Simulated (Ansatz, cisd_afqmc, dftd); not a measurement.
System: H2Se, charge 0, singlet. H2Se (selane, SMILES [SeH2]).
B3LYP-D3(BJ)/def2-TZVP minimum from Ansatz (an electronic-structure program):
```
Se
H 1 1.4704
H 1 1.4704 2 91.29
```
Charge 0, spin multiplicity 1.

Property: atomisation energy (electronic, to ground-state atoms), in kcal/mol. UHF or UKS for unpaired electrons; spin-orbit terms are left out. Cores are frozen in correlated methods (noble-gas shells, and filled d and f shells in the p block). No relativity. AFQMC is phaseless with a CISD trial state; ± is one standard error, without the phaseless bias. Outlying blocks are dropped, and bars are widened where a walk drifts. Over all cases where full CI ran beside it in this data, AFQMC minus full CI had a median of +0.1 mEh and passed +0.4 mEh in a tenth of the cases. CBS(X,Y): correlation extrapolated as X^-3, Hartree-Fock from the larger set (Q,5: extrapolated as (X+1)exp(-9√X)). A bracket is a step between two methods taken in the basis named. Where a partner has so few electrons that a lower coupled-cluster level is exact, that level stands in.

```csv
level,program,atomisation energy (kcal/mol),difference against the last row
r2SCAN/def2-TZVPD,Ansatz,163.3,0.0
B3LYP-D4/def2-TZVPD,Ansatz + dftd4,163.7,0.4
wB97X-V/def2-TZVPD,Ansatz,164.1,0.8
"CCSD(T)/CBS(cc-pVTZ,cc-pVQZ)",Ansatz,163.5,0.2
CCSDT(Q)/cc-pVTZ,Ansatz,158.5,-4.8
CCSDT(Q)/cc-pV5Z,Ansatz,162.4,-0.9
CCSDTQ/cc-pVDZ,Ansatz,150.8,-12.5
AFQMC/CISD/cc-pVTZ,cisd_afqmc,158.5 ± 0.2,-4.8
"CCSD(T)/CBS(cc-pVQZ,cc-pV5Z) + [AFQMC/CISD - CCSD(T)]/cc-pVTZ",Ansatz + cisd_afqmc,163.3 ± 0.2,0.0
"CCSD(T)/CBS(cc-pVQZ,cc-pV5Z) + [CCSDT(Q) - CCSD(T)]/cc-pV5Z + [CCSDTQ - CCSDT(Q)]/cc-pVTZ",Ansatz,163.3,0.0
```
